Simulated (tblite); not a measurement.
Compound: C6H7O (doublet state).
Atom-mapped SMILES: `[C:1]#[C:2]/[CH:3]=[CH:4]\[CH2:5][CH2:6][OH:7]` (hydrogens: H8 on C3; H9 on C4; H10, H11 on C5; H12, H13 on C6; H14 on O7)

The geometry is computed with GFN2-xTB (gas phase). This method treats the open shell by occupation alone, without spin polarisation.

**Question.** What internal coordinates does the optimisation give?

**Answer.** 
| bond | length (Å) | order |
| --- | --- | --- |
| C1≡C2 | 1.210 | triple |
| C2–C3 | 1.415 | single |
| C3=C4 | 1.336 | double |
| C4–C5 | 1.487 | single |
| C5–C6 | 1.540 | single |
| C6–O7 | 1.403 | single |
| C3–H8 | 1.083 | single |
| C4–H9 | 1.082 | single |
| C5–H10, C5–H11 | 1.093 | single |
| C6–H12, C6–H13 | 1.096 | single |
| O7–H14 | 0.964 | single |

Bonds in one row agree within 0.01 Å and their mean is given. Orders are formal, as drawn. A selection of angles:
| angle | degrees |
| --- | --- |
| C1–C2–C3 | 162.9 |
| C2–C3–C4 | 123.8 |
| C2–C3–H8 | 114.6 |
| C4–C3–H8 | 121.6 |
| C3–C4–C5 | 124.9 |
| C3–C4–H9 | 119.0 |
| C5–C4–H9 | 116.1 |
| C4–C5–C6 | 111.2 |
| C4–C5–H10 | 109.6 |
| C6–C5–H10 | 107.7 |
| C6–C5–H11 | 109.9 |
| H10–C5–H11 | 108.6 |
| C5–C6–O7 | 112.4 |
| C5–C6–H12 | 110.2 |
| O7–C6–H12 | 105.5 |
| O7–C6–H13 | 110.9 |
| H12–C6–H13 | 108.5 |
| C6–O7–H14 | 109.0 |

Dihedral angles: C1–C2–C3–C4 83° (synclinal); C2–C3–C4–C5 -3° (synperiplanar); C3–C4–C5–C6 116° (anticlinal); C4–C5–C6–O7 174° (antiperiplanar); H14–O7–C6–C5 60° (synclinal). The mirror-image conformer, all signs reversed, is as good.

C2 (carbon bonded to 2 C) is bent (angle 162.9°). The 5 C–C bonds span 1.210 Å (C1≡C2, drawn triple) to 1.540 Å (C5–C6, drawn single), a spread of 0.330 Å. C3 (carbon bonded to 2 C and H) is planar (angles 123.8°, 121.6° and 114.6°, sum 360.0°, 0.00 Å off the plane of its three neighbours). Of the pairs four or more bonds apart, C2···H11 is among the closest relative to their van der Waals radii: 2.53 Å, 87 % of the sum of Bondi's values. O7 (oxygen bonded to C and H) is bent (angle 109.0°). C4 (carbon bonded to 2 C and H) is planar (angles 124.9°, 119.0° and 116.1°, sum 360.0°, 0.01 Å off the plane of its three neighbours).

Point group: C1 (no symmetry element, even within 0.4 Å). Its GFN2-xTB frequencies are all real (lowest 37 cm⁻¹). Torsions: C1–C2–C3–C4 83°, C3–C4–C5–C6 116°, C4–C5–C6–O7 174°, C5–C6–O7–H 60°. 3 starts were optimised and ended at 0.00, 1.47 and 2.20 kcal/mol (GFN2-xTB); the lowest of these is shown.
